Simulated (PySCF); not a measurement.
## Cr²⁺: ionisation energy

Cr²⁺ [Ar] 3d4 (5D) → Cr³⁺ [Ar] 3d3 (4F), as a difference of total energies. All numbers are calculated (PySCF 2.14, the spin-free X2C one-electron Hamiltonian (Gaussian nucleus), in aug-cc-pVTZ-DK (8s7p5d3f2g, 93 functions)). Correlated levels: valence: [Ar] frozen. The calculations carry no spin-orbit coupling.

Problem. Order these methods by the ionisation energy they give, lowest first.
A. MP2 (valence)
B. BP86
C. PBE
D. r2SCAN

Solution. A (30.330 eV), D (31.054 eV), B (31.466 eV), C (31.495 eV).

A first-order spin-orbit estimate (lowest level to lowest level, LS coupling) adds -0.025 eV.

Errors of the correlated levels include the incompleteness of this basis and the frozen core.

For comparison: 30.959 ± 0.025 eV (measured; NIST Atomic Spectra Database, ionization energies).
